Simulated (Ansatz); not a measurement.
Basis-set series for `[InH2][CH2]N1[SiH2][SiH2]1`. The species carries charge 0 and has multiplicity 1. In: def2 effective core potential. All single points use the PBE0-D4/def2-TZVP geometry. It is one conformer, not always the lowest.

Cartesian coordinates in Å:
```
In 0.351 2.185 -0.827
C 0.318 0.950 0.964
N -0.023 -0.338 0.375
Si -1.413 -1.336 0.076
Si 0.751 -1.791 -0.180
H 1.789 2.239 -1.783
H -1.136 2.834 -1.424
H -0.438 1.254 1.691
H 1.281 0.897 1.475
H -2.346 -0.897 -0.998
H -2.206 -1.750 1.266
H 1.559 -2.540 0.820
H 1.515 -1.707 -1.455
```

```tsv
functional	basis	functions	energy (Eh)	HOMO (eV)	LUMO (eV)
PBE0-D4	def2-SVP	130	-866.11656	-6.09	-1.47
PBE0-D4	def2-TZVPP	308	-866.43984	-6.15	-1.55
ωB97M-V	def2-SVP	130	-866.31046	-8.14	0.09
ωB97M-V	def2-TZVPP	308	-866.63993	-8.22	-0.11
```

Q: Give the rows for def2-QZVPP. (Estimate.)

A: The calculation gave: 
```
functional       basis  functions  energy (Eh)  HOMO (eV)  LUMO (eV)
   PBE0-D4  def2-QZVPP        576   -866.46679      -6.16      -1.56
   ωB97M-V  def2-QZVPP        576   -866.66532      -8.24      -0.15
```

Computed with Ansatz.
